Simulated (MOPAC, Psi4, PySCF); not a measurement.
Torsional profile of SMILES O=Cc1cccc(C(=O)O)c1. Scanned: dihedral C6–C7–C8–O9; all other coordinates were relaxed at GFN2-xTB. Points at φ and −φ are mirror images. Heavy atoms are numbered in the order of the SMILES O=Cc1cccc(C(=O)O)c1, hydrogens after them in the order of the atoms that carry them; the mirror image has the same energies with the sign of each dihedral reversed.

Methods: AM1, restricted, heats of formation // GFN2-xTB (MOPAC); RHF/3-21G = PySCF with restricted Hartree-Fock/3-21G, density fitting // GFN2-xTB; RMP2/6-31G* = PySCF with restricted MP2 (frozen core)/6-31G*, spherical d // GFN2-xTB; PBE-D3(BJ)/def2-SVP // GFN2-xTB (Psi4).

Energies relative to the lowest point of each profile, in kJ/mol; the last columns give the difference from PBE-D3(BJ):

```json
[
 {"φ / °": "-165", "AM1": "0.7", "RHF/3-21G": "3.1", "RMP2/6-31G*": "1.1", "PBE-D3(BJ)/def2-SVP": "1.8", "AM1 − PBE-D3(BJ)/def2-SVP": "-1.1", "RHF/3-21G − PBE-D3(BJ)/def2-SVP": "1.3", "RMP2/6-31G* − PBE-D3(BJ)/def2-SVP": "-0.7"},
 {"φ / °": "-150", "AM1": "2.9", "RHF/3-21G": "11.8", "RMP2/6-31G*": "4.5", "PBE-D3(BJ)/def2-SVP": "6.6", "AM1 − PBE-D3(BJ)/def2-SVP": "-3.7", "RHF/3-21G − PBE-D3(BJ)/def2-SVP": "5.2", "RMP2/6-31G* − PBE-D3(BJ)/def2-SVP": "-2.2"},
 {"φ / °": "-135", "AM1": "6.4", "RHF/3-21G": "24.7", "RMP2/6-31G*": "10.3", "PBE-D3(BJ)/def2-SVP": "14.0", "AM1 − PBE-D3(BJ)/def2-SVP": "-7.6", "RHF/3-21G − PBE-D3(BJ)/def2-SVP": "10.7", "RMP2/6-31G* − PBE-D3(BJ)/def2-SVP": "-3.7"},
 {"φ / °": "-120", "AM1": "10.2", "RHF/3-21G": "39.8", "RMP2/6-31G*": "17.8", "PBE-D3(BJ)/def2-SVP": "22.6", "AM1 − PBE-D3(BJ)/def2-SVP": "-12.5", "RHF/3-21G − PBE-D3(BJ)/def2-SVP": "17.1", "RMP2/6-31G* − PBE-D3(BJ)/def2-SVP": "-4.8"},
 {"φ / °": "-105", "AM1": "13.0", "RHF/3-21G": "53.1", "RMP2/6-31G*": "25.0", "PBE-D3(BJ)/def2-SVP": "30.4", "AM1 − PBE-D3(BJ)/def2-SVP": "-17.4", "RHF/3-21G − PBE-D3(BJ)/def2-SVP": "22.7", "RMP2/6-31G* − PBE-D3(BJ)/def2-SVP": "-5.4"},
 {"φ / °": "-90", "AM1": "14.1", "RHF/3-21G": "58.9", "RMP2/6-31G*": "28.3", "PBE-D3(BJ)/def2-SVP": "33.9", "AM1 − PBE-D3(BJ)/def2-SVP": "-19.8", "RHF/3-21G − PBE-D3(BJ)/def2-SVP": "25.0", "RMP2/6-31G* − PBE-D3(BJ)/def2-SVP": "-5.6"},
 {"φ / °": "-75", "AM1": "13.1", "RHF/3-21G": "53.9", "RMP2/6-31G*": "25.6", "PBE-D3(BJ)/def2-SVP": "31.1", "AM1 − PBE-D3(BJ)/def2-SVP": "-18.0", "RHF/3-21G − PBE-D3(BJ)/def2-SVP": "22.8", "RMP2/6-31G* − PBE-D3(BJ)/def2-SVP": "-5.5"},
 {"φ / °": "-60", "AM1": "10.2", "RHF/3-21G": "41.4", "RMP2/6-31G*": "18.9", "PBE-D3(BJ)/def2-SVP": "23.9", "AM1 − PBE-D3(BJ)/def2-SVP": "-13.7", "RHF/3-21G − PBE-D3(BJ)/def2-SVP": "17.5", "RMP2/6-31G* − PBE-D3(BJ)/def2-SVP": "-5.0"},
 {"φ / °": "-45", "AM1": "6.5", "RHF/3-21G": "26.6", "RMP2/6-31G*": "11.3", "PBE-D3(BJ)/def2-SVP": "15.2", "AM1 − PBE-D3(BJ)/def2-SVP": "-8.7", "RHF/3-21G − PBE-D3(BJ)/def2-SVP": "11.4", "RMP2/6-31G* − PBE-D3(BJ)/def2-SVP": "-3.9"},
 {"φ / °": "-30", "AM1": "3.1", "RHF/3-21G": "13.0", "RMP2/6-31G*": "5.0", "PBE-D3(BJ)/def2-SVP": "7.3", "AM1 − PBE-D3(BJ)/def2-SVP": "-4.2", "RHF/3-21G − PBE-D3(BJ)/def2-SVP": "5.7", "RMP2/6-31G* − PBE-D3(BJ)/def2-SVP": "-2.3"},
 {"φ / °": "-15", "AM1": "0.9", "RHF/3-21G": "3.5", "RMP2/6-31G*": "1.3", "PBE-D3(BJ)/def2-SVP": "1.9", "AM1 − PBE-D3(BJ)/def2-SVP": "-1.0", "RHF/3-21G − PBE-D3(BJ)/def2-SVP": "1.6", "RMP2/6-31G* − PBE-D3(BJ)/def2-SVP": "-0.7"},
 {"φ / °": "0", "AM1": "0.1", "RHF/3-21G": "0.1", "RMP2/6-31G*": "0.1", "PBE-D3(BJ)/def2-SVP": "0.0", "AM1 − PBE-D3(BJ)/def2-SVP": "0.1", "RHF/3-21G − PBE-D3(BJ)/def2-SVP": "0.1", "RMP2/6-31G* − PBE-D3(BJ)/def2-SVP": "0.1"},
 {"φ / °": "15", "AM1": "0.9", "RHF/3-21G": "3.5", "RMP2/6-31G*": "1.3", "PBE-D3(BJ)/def2-SVP": "1.9", "AM1 − PBE-D3(BJ)/def2-SVP": "-1.0", "RHF/3-21G − PBE-D3(BJ)/def2-SVP": "1.6", "RMP2/6-31G* − PBE-D3(BJ)/def2-SVP": "-0.7"},
 {"φ / °": "30", "AM1": "3.1", "RHF/3-21G": "13.0", "RMP2/6-31G*": "5.0", "PBE-D3(BJ)/def2-SVP": "7.3", "AM1 − PBE-D3(BJ)/def2-SVP": "-4.2", "RHF/3-21G − PBE-D3(BJ)/def2-SVP": "5.7", "RMP2/6-31G* − PBE-D3(BJ)/def2-SVP": "-2.3"},
 {"φ / °": "45", "AM1": "6.5", "RHF/3-21G": "26.6", "RMP2/6-31G*": "11.3", "PBE-D3(BJ)/def2-SVP": "15.2", "AM1 − PBE-D3(BJ)/def2-SVP": "-8.7", "RHF/3-21G − PBE-D3(BJ)/def2-SVP": "11.4", "RMP2/6-31G* − PBE-D3(BJ)/def2-SVP": "-3.9"},
 {"φ / °": "60", "AM1": "10.2", "RHF/3-21G": "41.4", "RMP2/6-31G*": "18.9", "PBE-D3(BJ)/def2-SVP": "23.9", "AM1 − PBE-D3(BJ)/def2-SVP": "-13.7", "RHF/3-21G − PBE-D3(BJ)/def2-SVP": "17.5", "RMP2/6-31G* − PBE-D3(BJ)/def2-SVP": "-5.0"},
 {"φ / °": "75", "AM1": "13.1", "RHF/3-21G": "53.9", "RMP2/6-31G*": "25.6", "PBE-D3(BJ)/def2-SVP": "31.1", "AM1 − PBE-D3(BJ)/def2-SVP": "-18.0", "RHF/3-21G − PBE-D3(BJ)/def2-SVP": "22.8", "RMP2/6-31G* − PBE-D3(BJ)/def2-SVP": "-5.5"},
 {"φ / °": "90", "AM1": "14.1", "RHF/3-21G": "58.9", "RMP2/6-31G*": "28.3", "PBE-D3(BJ)/def2-SVP": "33.9", "AM1 − PBE-D3(BJ)/def2-SVP": "-19.8", "RHF/3-21G − PBE-D3(BJ)/def2-SVP": "25.0", "RMP2/6-31G* − PBE-D3(BJ)/def2-SVP": "-5.6"},
 {"φ / °": "105", "AM1": "13.0", "RHF/3-21G": "53.1", "RMP2/6-31G*": "25.0", "PBE-D3(BJ)/def2-SVP": "30.4", "AM1 − PBE-D3(BJ)/def2-SVP": "-17.4", "RHF/3-21G − PBE-D3(BJ)/def2-SVP": "22.7", "RMP2/6-31G* − PBE-D3(BJ)/def2-SVP": "-5.4"},
 {"φ / °": "120", "AM1": "10.2", "RHF/3-21G": "39.8", "RMP2/6-31G*": "17.8", "PBE-D3(BJ)/def2-SVP": "22.6", "AM1 − PBE-D3(BJ)/def2-SVP": "-12.5", "RHF/3-21G − PBE-D3(BJ)/def2-SVP": "17.1", "RMP2/6-31G* − PBE-D3(BJ)/def2-SVP": "-4.8"},
 {"φ / °": "135", "AM1": "6.4", "RHF/3-21G": "24.7", "RMP2/6-31G*": "10.3", "PBE-D3(BJ)/def2-SVP": "14.0", "AM1 − PBE-D3(BJ)/def2-SVP": "-7.6", "RHF/3-21G − PBE-D3(BJ)/def2-SVP": "10.7", "RMP2/6-31G* − PBE-D3(BJ)/def2-SVP": "-3.7"},
 {"φ / °": "150", "AM1": "2.9", "RHF/3-21G": "11.8", "RMP2/6-31G*": "4.5", "PBE-D3(BJ)/def2-SVP": "6.6", "AM1 − PBE-D3(BJ)/def2-SVP": "-3.7", "RHF/3-21G − PBE-D3(BJ)/def2-SVP": "5.2", "RMP2/6-31G* − PBE-D3(BJ)/def2-SVP": "-2.2"},
 {"φ / °": "165", "AM1": "0.7", "RHF/3-21G": "3.1", "RMP2/6-31G*": "1.1", "PBE-D3(BJ)/def2-SVP": "1.8", "AM1 − PBE-D3(BJ)/def2-SVP": "-1.1", "RHF/3-21G − PBE-D3(BJ)/def2-SVP": "1.3", "RMP2/6-31G* − PBE-D3(BJ)/def2-SVP": "-0.7"},
 {"φ / °": "180", "AM1": "0.0", "RHF/3-21G": "0.0", "RMP2/6-31G*": "0.0", "PBE-D3(BJ)/def2-SVP": "0.1", "AM1 − PBE-D3(BJ)/def2-SVP": "-0.1", "RHF/3-21G − PBE-D3(BJ)/def2-SVP": "-0.1", "RMP2/6-31G* − PBE-D3(BJ)/def2-SVP": "-0.1"}
]
```

AM1 is furthest from PBE-D3(BJ)/def2-SVP at -90 (-19.8 kJ/mol, below); its mean absolute difference over the points is 9.0 kJ/mol.

RHF/3-21G is furthest from PBE-D3(BJ)/def2-SVP at -90 (25.0 kJ/mol, above); its mean absolute difference over the points is 11.8 kJ/mol.

RMP2/6-31G* is furthest from PBE-D3(BJ)/def2-SVP at -90 (-5.6 kJ/mol, below); its mean absolute difference over the points is 3.3 kJ/mol.
